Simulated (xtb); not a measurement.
Si(F)(H)(SH)2 (FH3S2Si), SMILES [SiH](S)(S)F. All values are semi-empirical tight-binding results from xtb (GFN2-xTB unless named), good for trends rather than for accurate numbers. Geometry: GFN2-xTB. One conformer was computed; it need not be the lowest.

```json
{
  "point_group_as_xtb_finds_it": "Cs",
  "orbital_gap": "4.99 eV",
  "zero_point_energy": "18.1 kcal/mol",
  "G − E(el) at 298.15 K (modified RRHO)": "-2.0 kcal/mol",
  "static polarisability (D4 model)": "72.9 bohr³",
  "solvation energy, GFN2-xTB/ALPB(water)": "-0.9 kcal/mol",
  "solvation energy, GFN2-xTB/ALPB(chcl3)": "-5.6 kcal/mol"
}
```
